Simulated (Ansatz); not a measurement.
Cost and result for the atomization energy of CH$_{3}$AlO$_{2}$S (8 atoms, 8 bonds).

```json
{"atom": "S1", "x (Å)": "1.3294", "y (Å)": "-2.3078", "z (Å)": "-1.1723"}
{"atom": "Al2", "x (Å)": "0.4384", "y (Å)": "-0.5891", "z (Å)": "-0.2228"}
{"atom": "O3", "x (Å)": "0.7776", "y (Å)": "0.4938", "z (Å)": "1.0678"}
{"atom": "C4", "x (Å)": "-0.4533", "y (Å)": "1.1342", "z (Å)": "0.7294"}
{"atom": "O5", "x (Å)": "-0.9678", "y (Å)": "0.3891", "z (Å)": "-0.3759"}
{"atom": "H6", "x (Å)": "0.2967", "y (Å)": "-2.3821", "z (Å)": "-2.0342"}
{"atom": "H7", "x (Å)": "-0.2714", "y (Å)": "2.1735", "z (Å)": "0.4338"}
{"atom": "H8", "x (Å)": "-1.1495", "y (Å)": "1.0884", "z (Å)": "1.5742"}
```

Total charge 0; spin multiplicity 1. The geometry is a stationary point of PBE0-D4/def2-TZVP. It is one conformer, not always the lowest. Program: Ansatz. All runs use 2 threads of an Arm Neoverse V1 on a shared host. Times are those of one run each, without the atoms' runs, and a repeat can differ threefold. Electronic energies, without spin–orbit coupling; frozen cores. CCSD(T)/CBS adds CCSD(T) − MP2 in def2-TZVPP to the MP2 limit, and its time is that of the two runs behind it. T1 = 0.014.

CCSD(T)/CBS is a level of theory with its own doubt, some kJ/mol a heavy atom from the limit and from the frozen cores, so smaller differences don't rank the functionals.

```csv
level,functions,wall time
LDA (SPW92)/def2-TZVPP,219,1.9 s
revPBE-D4/def2-TZVPP,219,3.1 s
BLYP-D4/def2-TZVPP,219,3.1 s
PBE0-D4/def2-TZVPP,219,4.8 s
CCSD(T)/def2-SVP,93,4.8 s
CAM-B3LYP-D4/def2-TZVPP,219,5.5 s
B2PLYP/def2-TZVPP,219,8 s
r2SCANh-D4/def2-TZVPP,219,8.5 s
PBE-QIDH/def2-TZVPP,219,8.5 s
ωB97M-V/def2-TZVPP (with forces),219,18 s
MP2/def2-QZVPP,401,26 s
CCSD(T)/def2-TZVPP,219,2.3 min
CCSD(T)/CBS(def2),–,2.8 min
```

(1) What atomization energy does each give, and how far from CCSD(T)/CBS? (Estimate.)

## Answers

(1) Ansatz gave: 
| level | atomization (kJ/mol) | difference from CCSD(T)/CBS | per bond |
| --- | --- | --- | --- |
| LDA (SPW92)/def2-TZVPP | 3600.8 | 511.9 | 64.0 |
| revPBE-D4/def2-TZVPP | 3058.0 | -30.9 | -3.9 |
| BLYP-D4/def2-TZVPP | 3067.4 | -21.5 | -2.7 |
| PBE0-D4/def2-TZVPP | 3068.6 | -20.3 | -2.5 |
| CCSD(T)/def2-SVP | 2857.1 | -231.8 | -29.0 |
| CAM-B3LYP-D4/def2-TZVPP | 3075.3 | -13.6 | -1.7 |
| B2PLYP/def2-TZVPP | 3036.9 | -52.0 | -6.5 |
| r2SCANh-D4/def2-TZVPP | 3070.7 | -18.2 | -2.3 |
| PBE-QIDH/def2-TZVPP | 3052.7 | -36.2 | -4.5 |
| ωB97M-V/def2-TZVPP (with forces) | 3095.4 | 6.5 | 0.8 |
| MP2/def2-QZVPP | 3157.0 | 68.1 | 8.5 |
| CCSD(T)/def2-TZVPP | 2988.9 | -100.0 | -12.5 |
| CCSD(T)/CBS(def2) | 3088.9 | 0.0 | 0.0 |

The D4 term adds +26.7 kJ/mol with B3LYP and +13.9 kJ/mol with PBE0; it sums over pairs of atoms, weighted by their polarisabilities, and B3LYP, whose exchange is more repulsive, gets the larger term. From PBE to PBE0 (25 % exact exchange), in def2-TZVPP and without D4, the atomization energy moves by −87.2 kJ/mol: exact exchange takes away binding that semilocal exchange gives to molecules. Leaving LDA and LC-ωPBE aside and taking each functional with its dispersion term where it has one, the values, not all of them listed here, spread over 235.1 kJ/mol, from BHLYP-D4 to PBE-D4. LDA lies +459.0 kJ/mol from PBE without D4, its usual overbinding.

B3LYP here is the variant with VWN-RPA as its local correlation; programs differ in this.
